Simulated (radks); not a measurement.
Values are calculated unless marked as measured or tabulated.
Valence configurations of the ytterbium ion Yb3+ (all share [Xe]). Code: a radial shooting solver on a logarithmic mesh with Libxc functionals. Model: scalar-relativistic Kohn-Sham, BLYP, spin-polarised, spherical densities, point nucleus; open shells are filled with parallel spins first (spin-orbit coupling, left out, can overturn this in heavy ions). Energies are relative to 4f13; eigenvalues in eV for spin up.

\begin{tabular}{lrrrrrr}
valence & E (eV) & moment (Bohr magnetons) & e(4f) & e(5d) & e(6p) & e(6s) \\ \hline
4f13 & 0.000 & 1 & -36.222 & - & - & - \\
4f12.5 6p0.5 & 9.496 & 2 & -42.344 & - & -19.983 & - \\
4f12 5d0.5 6p0.5 & 16.760 & 3 & -46.503 & -28.968 & -20.359 & - \\
4f12 6p1 & 21.199 & 3 & -48.762 & - & -21.304 & - \\
4f11.5 6s1 6p0.5 & 28.280 & 4 & -54.162 & - & -21.882 & -28.901 \\
4f11 6s2 & 38.185 & 3 & -59.892 & - & - & -29.139 \\
4f11 6s1 6p1 & 44.591 & 5 & -61.108 & - & -23.077 & -30.421 \\
4f11 6p2 & 51.935 & 5 & -62.365 & - & -23.677 & - \\
4f10 6s2 6p1 & 78.946 & 5 & -74.564 & - & -24.340 & -32.231 \\
4f9 5d1 6s2 6p1 & 113.46 & 7 & -84.834 & -41.896 & -24.892 & -33.098 \\
\end{tabular}

NIST lists [Xe] 4f13 as the ground configuration; this level of theory agrees among the configurations tried. The energies are those of spherical high-spin densities, not of single terms.
